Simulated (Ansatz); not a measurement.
Reaction (cleavage of the Ga–Si bond): `N[SiH2][GaH2]` + NH₃ → `[NH2][GaH2]` + `N[SiH3]`

Calculated with Ansatz (gas phase, PBE0-D4/def2-TZVP geometries, no zero-point term in ΔE). CCSD(T)/CBS adds triple-zeta CCSD(T) − MP2 to the extrapolated MP2 energy (def2 sets, frozen cores). This one scheme is used for every species. DFT in def2-TZVPP. For Ga outer-core shells are correlated without core-valence functions, which leaves a few kJ/mol of doubt a bond. Scalar relativity is left out up to krypton. Each species was taken in one conformer, which may not be the lowest.

```
       level  ΔE (kJ/mol)  difference from CCSD(T)/CBS
   revPBE-D4        -31.5                         16.3
   r2SCAN-D4        -43.9                          3.9
      B97M-V        -40.3                          7.5
  r2SCANh-D4        -43.3                          4.5
  r2SCAN0-D4        -42.7                          5.1
    BHLYP-D4        -44.9                          2.9
CAM-B3LYP-D4        -50.3                         -2.5
      B2PLYP        -51.3                         -3.5
    PBE-QIDH        -44.7                          3.1
 HF/def2-SVP        -57.8                        -10.0
 CCSD(T)/CBS        -47.8                            0
```

Largest T1 diagnostic among the species: 0.014.

From BLYP to BHLYP (50 % exact exchange), in def2-TZVPP and without D4, ΔE moves by −4.4 kJ/mol. Leaving LDA and LC-ωPBE aside and taking each functional with its dispersion term where it has one, the values spread over 19.8 kJ/mol, from B2PLYP to revPBE-D4. LDA lies −7.6 kJ/mol from PBE without D4. The D4 term adds +3.9 kJ/mol with B3LYP and +2.3 kJ/mol with PBE0; it sums over pairs of atoms, weighted by their polarisabilities, and B3LYP, whose exchange is more repulsive, gets the larger term.

B3LYP here is the variant with VWN-RPA as its local correlation; programs differ in this.
